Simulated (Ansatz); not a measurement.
Start from `F[C@H]1C[Si@@H]1Br` and change one atom or group to get `F[C@H]1C[Si@@H]1Cl`.

Ansatz, PBE0-D4/def2-TZVP geometries, multiplicity 1. 

Scalar relativity is left out up to krypton.

```json
{"property": "HOMO–LUMO gap (B3LYP/def2-TZVPP) / eV", "`F[C@H]1C[Si@@H]1Br`": "6.44"}
{"property": "size of the dipole moment (PBE/def2-TZVPP) / D", "`F[C@H]1C[Si@@H]1Br`": "1.04"}
{"property": "HOMO–LUMO gap (PBE0/def2-TZVPP) / eV", "`F[C@H]1C[Si@@H]1Br`": "6.87"}
{"property": "LUMO energy (ωB97M-V/def2-TZVPP) / eV", "`F[C@H]1C[Si@@H]1Br`": "1.58"}
{"property": "size of the dipole moment (B3LYP/def2-TZVPP) / D", "`F[C@H]1C[Si@@H]1Br`": "1.12"}
{"property": "size of the dipole moment (ωB97M-V/def2-TZVPP) / D", "`F[C@H]1C[Si@@H]1Br`": "1.13"}
```

Q: Give the same properties after the change, and the shifts. (Estimate.)

A: The calculation gave: 
```csv
property,`F[C@H]1C[Si@@H]1Cl`,shift
HOMO–LUMO gap (B3LYP/def2-TZVPP) / eV,6.86,0.42
size of the dipole moment (PBE/def2-TZVPP) / D,1.04,0.00
HOMO–LUMO gap (PBE0/def2-TZVPP) / eV,7.27,0.40
LUMO energy (ωB97M-V/def2-TZVPP) / eV,1.87,0.29
size of the dipole moment (B3LYP/def2-TZVPP) / D,1.14,0.02
size of the dipole moment (ωB97M-V/def2-TZVPP) / D,1.15,0.02
```

Dipoles are sizes alone; their direction can turn.

B3LYP here is the variant with VWN-RPA as its local correlation; programs differ in this.

Spin–orbit coupling is left out; it splits and shifts lone-pair levels of the heavy atoms by tenths of an eV.
